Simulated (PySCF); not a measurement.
Several structures and their simulated spectra, in scrambled order.

A. `InChI=1S/C6H11PSi/c1-8(7)5-4-6-2-3-6/h6,8H,2-3,7H2,1H3/t8-/m1/s1`
B. `CC#CC#CCC(F)(F)F`
C. `O(C)CC(F)(F)OC`

Spectrum 1. 1H NMR (400 MHz, computed): δ 3.15 (m, 2H), 2.16 (s, 3H). 13C{1H} NMR (computed): δ 134.3 (C), 82.1 (C), 78.7 (C), 71.9 (C), 69.6 (C), 30.1 (CH2), 5.3 (CH3).

Spectrum 2. 1H NMR (400 MHz, computed): δ 3.85 (s, 3H), 3.78 (m, 2H), 3.61 (s, 3H). 13C{1H} NMR (computed): δ 131.9 (C), 77.3 (CH2), 61.4 (CH3), 51.4 (CH3).

Spectrum 3. 1H NMR (400 MHz, computed): δ 4.66 (m, 1H), 1.35 (m, 1H), 1.28 (m, 2H), 0.79 (m, 1H), 0.78 (m, 1H), 0.69 (m, 1H), 0.69 (m, 1H), 0.33 (m, 3H). 13C{1H} NMR (computed): δ 123.5 (C), 82.7 (C), 11.9 (CH2), 11.8 (CH2), 3.3 (CH), -0.9 (CH3).

All values are calculated (PySCF): GFN2-xTB geometry, shieldings: GIAO PBE0/pcSseg-1. Rapidly exchanging positions averaged, non-relativistic Hamiltonian, isolated molecule, a single conformation.

Chemical shifts δ = σref − σ; 1H, 13C vs TMS, all at this level. Splittings of carbon signals by F and P are missing where no couplings were computed. Where no couplings were computed, multiplicities follow the n + 1 count of equivalent neighbours, and m marks all less simple cases (inequivalent or close neighbours, rings, F or P nearby). Shifts are as computed. Against solution values, carbons near 30 ppm lie about +3 ppm off and those near 130 ppm about +5 ppm. Of 1211 compounds with measured shifts, 218 miss one by over three times the rms of a fit or turn the order of signals round; such compounds aren't used in these exercises.

**Question.** Match each spectrum to its structure.

**Answer.** 1–B, 2–C, 3–A.

- Spectrum 1 (B): 7 13C signals; δC 134.3 is a CF3 carbon; δC 82.1 is an alkyne carbon.
- Spectrum 2 (C): 4 13C signals; δC 131.9 is a fully substituted sp3 carbon bonded to 2 F and O; δC 77.3 is an sp3 CH2 bonded to O.
- Spectrum 3 (A): 6 13C signals; δC 82.7 is an alkyne carbon; δC 11.9 is a three-membered-ring carbon.
